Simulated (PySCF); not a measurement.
Computed IR spectrum (relative IR intensity) of a molecule C4H6BF. Coordinates come from a PBE0-D3(BJ)/def2-SVP optimisation. Other conformers were not sampled. These are PBE0-D3(BJ)/def2-SVP (PySCF) values and carry that method's errors. Frequencies are harmonic and unscaled.

ν (cm⁻¹): 404 (w), 536 (vw), 710 (m), 752 (m), 784 (w), 964 (w), 981 (vw), 1146 (vs), 1280 (vs), 1391 (m), 1393 (s), 1415 (m), 1473 (w), 1476 (w), 2191 (s), 3034 (w), 3058 (w), 3075 (vw), 3150 (m), 3476 (m) (against the strongest line: vs over 80 %, s over 45 %, m over 15 %, w over 4 %, vw less)

Which molecule gave these data?
(A) C=C1CB(F)C1
(B) C#CB(F)CC
(C) C=C1CCB1F
(D) C#CCB(C)F

B, C#CB(F)CC
